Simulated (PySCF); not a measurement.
PySCF input file for CHBFNO, SMILES B(N=C=O)F, C-PCM-B3LYP/def2-SVP. The structure is a stationary point at B3LYP-D3(BJ)/def2-SVP. The values are those of a single conformer.

```python
import numpy as np
from pyscf import gto, scf, dft
from pyscf.solvent import pcm

mol = gto.M(
    atom='''
    B    -0.49875874   -1.25309372    0.00000000
    F     0.38901657   -2.23297979   -0.00000000
    H    -1.67074825   -1.52616471   -0.00000000
    N    -0.03633828    0.08396457    0.00000000
    C     0.01185515    1.28518310    0.00000000
    O     0.10582874    2.44870010   -0.00000000
    ''',
    basis='def2-SVP',
    charge=0,
    spin=0,
    max_memory=1600,
    verbose=3,
)
mf = dft.RKS(mol, xc='b3lyp').density_fit(auxbasis='def2-universal-jkfit')
mf.grids.level = 3
mf.conv_tol = 1e-9
mf.max_cycle = 100
mf.kernel()
res = {}
for name, eps in {'water': 78.355, 'tetrahydrofuran': 7.4257, 'ethylethanoate': 5.9867}.items():
    s = mf.PCM()
    s.with_solvent.method, s.with_solvent.eps, s.with_solvent.lebedev_order = 'C-PCM', eps, 29
    s.kernel(mf.make_rdm1())
    res[name] = (s.e_tot, eps, s.dip_moment(), s.mo_energy, s.converged)
    print(f'{name}: electrostatic solvation free energy {(s.e_tot - mf.e_tot) * 627.509474:.3f} kcal/mol')
```

Output:

```
converged SCF energy = -293.257154547745

WARN: PCM is an experimental feature. It is still in testing.
Features and APIs may be changed in the future.

converged SCF energy = -293.260408472219
Dipole moment(X, Y, Z, Debye): -0.88654, -0.41735, -0.00000
water: electrostatic solvation free energy -2.042 kcal/mol

WARN: PCM is an experimental feature. It is still in testing.
Features and APIs may be changed in the future.

converged SCF energy = -293.259970024153
Dipole moment(X, Y, Z, Debye): -0.86695, -0.39960, -0.00000
tetrahydrofuran: electrostatic solvation free energy -1.767 kcal/mol

WARN: PCM is an experimental feature. It is still in testing.
Features and APIs may be changed in the future.

converged SCF energy = -293.259855536809
Dipole moment(X, Y, Z, Debye): -0.86188, -0.39511, -0.00000
ethylethanoate: electrostatic solvation free energy -1.695 kcal/mol
```

The run converged.

Cost: around 30 core-seconds (rough).
